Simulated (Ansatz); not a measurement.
Q: Name a neutral molecule of O, Si and H with HOMO energy (PBE0/def2-TZVPP) between -8.60 and -8.30 eV and LUMO energy (PBE/def2-TZVPP) between -0.95 and -0.65 eV (Ansatz, PBE0-D4/def2-TZVP geometry).

A: `O[SiH2]O[Si](O)(O)O` (-8.48 eV, -0.67 eV). Other molecules can fit too; these were computed, each in one conformer that needn't be the lowest.
